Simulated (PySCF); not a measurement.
C₂H₆BNS₂.
Atom-mapped SMILES: `[NH2:1][B:2]1[S:3][CH2:4][CH2:5][S:6]1` (hydrogens: H7, H8 on N1; H9, H10 on C4; H11, H12 on C5)

Theory: PBE0-D3(BJ)/def2-SVP geometry optimisation, gas phase in PySCF.

Task: List the bond lengths, angles and torsions at this level.

Result: 
| bond | length (bohr) |
| --- | --- |
| N1–B2 | 2.642 |
| B2–S3, B2–S6 | 3.449 |
| S3–C4, C5–S6 | 3.451 |
| C4–C5 | 2.862 |
| N1–H7, N1–H8 | 1.909 |
| C4–H9 and 3 like bonds | 2.080 |

Bonds in one row agree within 0.02 bohr and their mean is given. A selection of angles:
| angle | degrees |
| --- | --- |
| B2–N1–H7 | 122.9 |
| H7–N1–H8 | 114.2 |
| N1–B2–S3 | 123.0 |
| S3–B2–S6 | 113.9 |
| B2–S3–C4 | 94.4 |
| S3–C4–C5 | 109.3 |
| S3–C4–H9 | 108.7 |
| S3–C4–H10 | 108.1 |
| C5–C4–H9 | 110.7 |
| H9–C4–H10 | 108.4 |

Torsions: N1–B2–S3–C4 -169° (antiperiplanar); B2–S3–C4–C5 -35° (synclinal); S3–C4–C5–S6 48° (synclinal); C4–C5–S6–B2 -35° (synclinal); N1–B2–S6–C5 -169° (antiperiplanar). The mirror-image conformer, all signs reversed, is as good.

B2 (three-coordinate boron) is planar (angles 123.0°, 123.0° and 113.9°, sum 360.0°, 0.00 Å off the plane of its three neighbours). The 5-membered ring B2–S3–C4–C5–S6 has internal angles of 94.4° to 113.9° (sum 521°, against 540° for a flat polygon); it is puckered, 0.20 Å rms from its mean plane, widest ring torsion 48°. N1 (boron-bound nitrogen) is planar (angles 122.9°, 122.9° and 114.2°, sum 360.0°, 0.01 Å off the plane of its three neighbours). S3 (sulfur bonded to B and C) is bent (angle 94.4°).

Point group: C2 (tolerance 0.08 Å). Not checked by PBE0-D3(BJ)/def2-SVP frequencies. The numbers are those of one conformer.
